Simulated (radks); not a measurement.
Task: All-electron atom: Tc12+ in [Ar] 3d10 4s2 4p1. Calculated with a radial shooting solver on a logarithmic mesh with Libxc functionals: scalar-relativistic Kohn-Sham, PBE, spin-polarised, spherical densities, finite nucleus; open shells are filled with parallel spins first (spin-orbit coupling, left out, can overturn this in heavy ions); Fermi nuclear charge, rms radius 4.4112 fm. Some entries of the table are withheld. Estimate them.

| orbital | occ. | eigenvalue (hartree) | <r^2> (bohr^2) |
|---|---|---|---|
| 1s up | 1 | -776.1431 | 0.001586 |
| 1s down | 1 | -776.1334 | 0.001586 |
| 2s up | 1 | -118.4958 | 0.02635 |
| 2s down | 1 | -118.4903 | 0.02635 |
| 2p up | 3 | -107.0363 | 0.02073 |
| 2p down | 3 | -107.0273 | 0.02073 |
| 3s up | 1 | -27.82132 | 0.1950 |
| 3s down | 1 | -27.80887 | 0.1948 |
| 3p up | 3 | -24.04859 | 0.1979 |
| 3p down | 3 | -24.03447 | 0.1977 |
| 3d up | 5 | -17.96201 | 0.1840 |
| 3d down | 5 | -17.94739 | 0.1835 |
| 4s up | 1 | (1) | (2) |
| 4s down | 1 | (3) | (4) |
| 4p up | 1 | -9.17322 | 1.110 |
| 4p down | 0 | -9.08054 | 1.113 |
| 4d up | 0 | -7.30143 | 1.331 |
| 4d down | 0 | -7.21340 | 1.339 |
| 5s up | 0 | (5) | 3.328 |
| 5s down | 0 | (6) | 3.344 |

Result: 
(1) 4s up eigenvalue (hartree): -10.38251
(2) 4s up <r^2> (bohr^2): 1.000
(3) 4s down eigenvalue (hartree): -10.28978
(4) 4s down <r^2> (bohr^2): 1.000
(5) 5s up eigenvalue (hartree): -5.39807
(6) 5s down eigenvalue (hartree): -5.35208
